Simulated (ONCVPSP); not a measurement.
**rubidium (Rb): excitation energies, all-electron against ONCV**

```
Element                 : rubidium
Generator               : ONCVPSP 4.0.1
Type                    : optimised norm-conserving Vanderbilt (ONCV)
Functional              : PBE
Relativity              : scalar-relativistic
Frozen core             : [Ar] 3d10
Valence charge          : 9
Reference configuration : 4s2 4p6 5s1
Partial waves           : 4s+5s: rc 2.45 bohr, ncon 5, nbas 9, qcut 6.4 1/bohr, 2 projectors; 4p: rc 1.70 bohr, ncon 4, nbas 8, qcut 4.1 1/bohr, 2 projectors, debl 1.2 Ha; d scattering state at 0.44 Ha: rc 1.70 bohr, ncon 3, nbas 6, qcut 5.8 1/bohr, local
Local potential         : the d channel
Core correction         : Teter function, fcfact 2.5, rcfact 1.25
```

Energies are relative to the spin-unpolarised reference configuration 4s2 4p6 5s1; without spin polarisation the order of configurations can differ from experiment.

```
valence configuration  charge  ΔE all-electron (eV)  error AE − PS (meV)
        4s2 4p6 5s0.5    +0.5                 1.578                 -0.1
      4s2 4p6 5s0 5p1       0                 1.520                  0.0
```

(1) What are ΔE and the potential's error for 4s2 4p6 5s0?

(2) What are ΔE and the potential's error for 4s2 4p5 5s1?

Levels in the configuration 4s2 4p5 5s1:

```json
{"level": "4s", "all-electron (eV)": "-43.144", "pseudo (eV)": "-43.173"}
{"level": "4p", "all-electron (eV)": "-26.612", "pseudo (eV)": "-26.620"}
{"level": "5s", "all-electron (eV)": "-8.072", "pseudo (eV)": "-8.072"}
```

Note: ghosts flagged at negative energy: s at -286.6 eV; no localised positive-energy state flagged. A true bound ghost makes a file unfit for plane-wave use.

Answers

(1) ΔE = 4.154 eV all-electron; the error (AE − PS) is -0.2 meV.

(2) ΔE = 21.140 eV all-electron; the error (AE − PS) is -8.4 meV.
